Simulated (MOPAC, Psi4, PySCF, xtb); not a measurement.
Intermolecular potential of H3ClSi ··· H3ClSi (SMILES [SiH3]Cl and [SiH3]Cl). Monomers: optimised at B3LYP-D3(BJ) (def2-TZVP), held rigid. Orientation: a random orientation, not optimised. The monomers approach along the line of their centres of mass (distance R); nothing else relaxes.

Geometry at R = 5.63 Å (first 5 atoms: monomer A):
```
10

Si    -0.1325     0.0017    -0.0008
Cl     1.9336    -0.0247     0.0116
H     -0.6064    -0.9436    -1.0303
H     -0.5810     1.3724    -0.3141
H     -0.6137    -0.4057     1.3336
Si    -2.3575     3.1573     2.4825
Cl    -2.5931     4.8455     1.3144
H     -3.6371     2.4223     2.5057
H     -1.9812     3.5803     3.8454
H     -1.2944     2.3228     1.8896
```

- GFN1-xTB (xtb)
- RKS-B3LYP/6-31G* = restricted B3LYP/6-31G*, spherical d, no counterpoise correction (PySCF 2.14.0)
- PM3, restricted, heats of formation (MOPAC)
- SAPT0/jun-cc-pVDZ, frozen core (Psi4)

Interaction energies in kJ/mol; the last columns give the difference from SAPT0:

```json
[
 {"R / Å": "5.02", "GFN1-xTB": "10.63", "RKS-B3LYP/6-31G*": "16.19", "PM3": "-0.31", "SAPT0/jun-cc-pVDZ": "14.79", "GFN1-xTB − SAPT0/jun-cc-pVDZ": "-4.16", "RKS-B3LYP/6-31G* − SAPT0/jun-cc-pVDZ": "1.39", "PM3 − SAPT0/jun-cc-pVDZ": "-15.10"},
 {"R / Å": "5.21", "GFN1-xTB": "4.20", "RKS-B3LYP/6-31G*": "9.31", "PM3": "-1.84", "SAPT0/jun-cc-pVDZ": "8.30", "GFN1-xTB − SAPT0/jun-cc-pVDZ": "-4.09", "RKS-B3LYP/6-31G* − SAPT0/jun-cc-pVDZ": "1.01", "PM3 − SAPT0/jun-cc-pVDZ": "-10.13"},
 {"R / Å": "5.44", "GFN1-xTB": "-0.06", "RKS-B3LYP/6-31G*": "4.57", "PM3": "-2.40", "SAPT0/jun-cc-pVDZ": "3.69", "GFN1-xTB − SAPT0/jun-cc-pVDZ": "-3.75", "RKS-B3LYP/6-31G* − SAPT0/jun-cc-pVDZ": "0.87", "PM3 − SAPT0/jun-cc-pVDZ": "-6.10"},
 {"R / Å": "5.63", "GFN1-xTB": "-1.73", "RKS-B3LYP/6-31G*": "2.49", "PM3": "-2.32", "SAPT0/jun-cc-pVDZ": "1.61", "GFN1-xTB − SAPT0/jun-cc-pVDZ": "-3.34", "RKS-B3LYP/6-31G* − SAPT0/jun-cc-pVDZ": "0.88", "PM3 − SAPT0/jun-cc-pVDZ": "-3.93"},
 {"R / Å": "5.86", "GFN1-xTB": "-2.48", "RKS-B3LYP/6-31G*": "1.22", "PM3": "-1.92", "SAPT0/jun-cc-pVDZ": "0.32", "GFN1-xTB − SAPT0/jun-cc-pVDZ": "-2.80", "RKS-B3LYP/6-31G* − SAPT0/jun-cc-pVDZ": "0.91", "PM3 − SAPT0/jun-cc-pVDZ": "-2.24"},
 {"R / Å": "6.03", "GFN1-xTB": "-2.56", "RKS-B3LYP/6-31G*": "0.78", "PM3": "-1.61", "SAPT0/jun-cc-pVDZ": "-0.13", "GFN1-xTB − SAPT0/jun-cc-pVDZ": "-2.43", "RKS-B3LYP/6-31G* − SAPT0/jun-cc-pVDZ": "0.91", "PM3 − SAPT0/jun-cc-pVDZ": "-1.48"},
 {"R / Å": "6.36", "GFN1-xTB": "-2.20", "RKS-B3LYP/6-31G*": "0.46", "PM3": "-1.19", "SAPT0/jun-cc-pVDZ": "-0.39", "GFN1-xTB − SAPT0/jun-cc-pVDZ": "-1.82", "RKS-B3LYP/6-31G* − SAPT0/jun-cc-pVDZ": "0.85", "PM3 − SAPT0/jun-cc-pVDZ": "-0.80"},
 {"R / Å": "6.62", "GFN1-xTB": "-1.80", "RKS-B3LYP/6-31G*": "0.40", "PM3": "-1.01", "SAPT0/jun-cc-pVDZ": "-0.35", "GFN1-xTB − SAPT0/jun-cc-pVDZ": "-1.45", "RKS-B3LYP/6-31G* − SAPT0/jun-cc-pVDZ": "0.75", "PM3 − SAPT0/jun-cc-pVDZ": "-0.65"},
 {"R / Å": "7.15", "GFN1-xTB": "-1.11", "RKS-B3LYP/6-31G*": "0.36", "PM3": "-0.84", "SAPT0/jun-cc-pVDZ": "-0.17", "GFN1-xTB − SAPT0/jun-cc-pVDZ": "-0.95", "RKS-B3LYP/6-31G* − SAPT0/jun-cc-pVDZ": "0.52", "PM3 − SAPT0/jun-cc-pVDZ": "-0.68"},
 {"R / Å": "7.84", "GFN1-xTB": "-0.60", "RKS-B3LYP/6-31G*": "0.29", "PM3": "-0.75", "SAPT0/jun-cc-pVDZ": "0.00", "GFN1-xTB − SAPT0/jun-cc-pVDZ": "-0.59", "RKS-B3LYP/6-31G* − SAPT0/jun-cc-pVDZ": "0.29", "PM3 − SAPT0/jun-cc-pVDZ": "-0.75"},
 {"R / Å": "8.81", "GFN1-xTB": "-0.28", "RKS-B3LYP/6-31G*": "0.20", "PM3": "-0.63", "SAPT0/jun-cc-pVDZ": "0.08", "GFN1-xTB − SAPT0/jun-cc-pVDZ": "-0.35", "RKS-B3LYP/6-31G* − SAPT0/jun-cc-pVDZ": "0.12", "PM3 − SAPT0/jun-cc-pVDZ": "-0.71"},
 {"R / Å": "10.10", "GFN1-xTB": "-0.12", "RKS-B3LYP/6-31G*": "0.13", "PM3": "-0.47", "SAPT0/jun-cc-pVDZ": "0.09", "GFN1-xTB − SAPT0/jun-cc-pVDZ": "-0.21", "RKS-B3LYP/6-31G* − SAPT0/jun-cc-pVDZ": "0.05", "PM3 − SAPT0/jun-cc-pVDZ": "-0.56"}
]
```

GFN1-xTB is furthest from SAPT0/jun-cc-pVDZ at 5.02 (-4.16 kJ/mol, below); its mean absolute difference over the points is 2.16 kJ/mol.

RKS-B3LYP/6-31G* is furthest from SAPT0/jun-cc-pVDZ at 5.02 (1.39 kJ/mol, above); its mean absolute difference over the points is 0.71 kJ/mol.

PM3 is furthest from SAPT0/jun-cc-pVDZ at 5.02 (-15.10 kJ/mol, below); its mean absolute difference over the points is 3.59 kJ/mol.
